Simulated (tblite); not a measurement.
A tight-binding relaxation on `C=C1C=C(C)/C1=C\C`.

Computed with GFN2-xTB geometry optimisation, gas phase (tblite 0.8.0). Start geometry: from a force field or distance geometry. The input is one job of a driver script: a line of settings, then coordinates in Å.

Command:
```bash
OMP_NUM_THREADS=1 python probes_run.py task.json out
```

Input:
```
{"job": {"kind": "relax", "xc": "GFN2-xTB", "basis": "xTB"}, "charge": 0, "multiplicity": 1}
C     -1.571900    -2.471000     0.030900
C     -1.233300    -1.182000    -0.057000
C     -1.922500     0.038100    -0.256400
C     -0.783700     0.762900    -0.187000
C     -0.432400     2.255100    -0.271600
C     -0.020600    -0.442400     0.036800
C      1.269900    -0.752600     0.235300
C      2.434600     0.185500     0.304100
H     -2.613000    -2.764200    -0.074900
H     -0.839000    -3.235900     0.209100
H     -2.978900     0.286300    -0.422800
H     -1.335200     2.850000    -0.453900
H      0.258400     2.432700    -1.095600
H      0.037000     2.602100     0.646400
H      1.506300    -1.798400     0.375400
H      3.151600    -0.076200    -0.465100
H      2.140900     1.228100     0.163100
H      2.923100     0.088100     1.271500
```

Output:
```
step      E/eV     max force
  0    -601.87343    3.914
  1    -601.92984    3.921
  2    -602.09794    0.458
  3    -602.10594    0.348
  4    -602.11220    0.169
  5    -602.11702    0.166
  6    -602.11949    0.129
  7    -602.12170    0.117
  8    -602.12255    0.097
  9    -602.12311    0.073
... (10 lines left out)
 20    -602.12500    0.015
 21    -602.12501    0.013
 22    -602.12504    0.011
 23    -602.12506    0.016
 24    -602.12509    0.013
 25    -602.12511    0.010
 26    -602.12513    0.010
 27    -602.12515    0.012
 28    -602.12517    0.011
 29    -602.12518    0.009
```

«max force» is the largest atomic force in eV/Å.

Task: From which step on does the largest force stay under 0.1 eV/Å, and how much energy is left to gain from there?

Result: From step 8 (0.097 eV/Å), 2.6 meV above the end.

In short: energy lowered by 5.8 kcal/mol over 29 steps; largest atomic force 0.009 eV/Å at the end.

Task: Where do the atoms end?

Result: 0.033 Å rms from the input after alignment:
```
atom  x, y, z in Å
C1    -1.5955   -2.4726    0.0294
C2    -1.2525   -1.1990   -0.0509
C3    -1.9360    0.0841   -0.2659
C4    -0.7843    0.7938   -0.1818
C5    -0.4510    2.2326   -0.2769
C6     0.0247   -0.4267    0.0439
C7     1.2917   -0.7581    0.2436
C8     2.4448    0.1877    0.3048
H9    -2.6194   -2.7903   -0.0748
H10   -0.8628   -3.2423    0.2018
H11   -2.9656    0.3427   -0.4283
H12   -1.3515    2.8184   -0.4512
H13    0.2475    2.4081   -1.0958
H14    0.0198    2.5763    0.6448
H15    1.5374   -1.8044    0.3770
H16    3.1756   -0.0634   -0.4646
H17    2.1236    1.2147    0.1628
H18    2.9448    0.1045    1.2703
```
Labels such as C1 count atoms from 1, the log's own numbers from 0.
